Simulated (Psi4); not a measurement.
## YCl3: a line through the functionals

YCl3: 4 atoms, total charge 0, spin state singlet. SMILES: `[Cl][Y]([Cl])[Cl]`. The shape is that of a PBE0-D4/def2-TZVP optimisation.

The vertical energy of the triplet above the singlet y, in eV, basis def2-SVP with a core potential; a is the functional's share of exact exchange. Programs: Psi4 1.11.

| functional | program | a | y (eV) |
| --- | --- | --- | --- |
| PBE | Psi4 | 0 | 4.31 |
| TPSS | Psi4 | 0 | 4.50 |
| B3LYP | Psi4 | 0.2 | ? |
| PBE0 | Psi4 | 0.25 | 4.88 |
| BHLYP | Psi4 | 0.5 | 5.30 |

Question: Fit y = c + s·a to the known rows and predict B3LYP.

Answer: 
1. Means of the 4 rows: a = 0.1875, y = 4.747.
2. Σ(Δa)² = 0.17188, Σ(Δa·Δy) = 0.30938, so the slope is 0.30938/0.17188 = 1.8.
3. Intercept: 4.747 − (1.8) × 0.1875 = 4.409. The largest residual of the fit is 0.099.
4. B3LYP: 4.409 + (1.8) × 0.2 = 4.77 eV.

The run gave 4.66 eV, so the prediction is off by +0.11 eV, about the largest residual. The rows mix families of semi-local functionals, which the line can't see. Spin-orbit coupling is left out.
